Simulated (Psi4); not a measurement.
A dimer, CH3F ··· H3ClSi (SMILES CF and [SiH3]Cl); the first 5 atoms form monomer A.

```
10

C     -0.0660     0.0050    -0.0088
F      1.3072    -0.0981     0.1750
H     -0.5546    -0.0224     0.9660
H     -0.2838     0.9483    -0.5113
H     -0.4027    -0.8327    -0.6209
Si    -1.1077     0.2460     8.2657
Cl    -2.8555    -0.7592     7.8135
H      0.0001    -0.3833     7.5208
H     -0.8735     0.1465     9.7194
H     -1.2626     1.6576     7.8640
```

Problem. What interaction energy does Psi4 with SAPT0/jun-cc-pVDZ, frozen core give, and which attractive term is the largest?

Solution. Total -0.34 kJ/mol: electrostatics -0.30, exchange 0.00, induction 0.00, dispersion -0.04. The most attractive term is electrostatics.
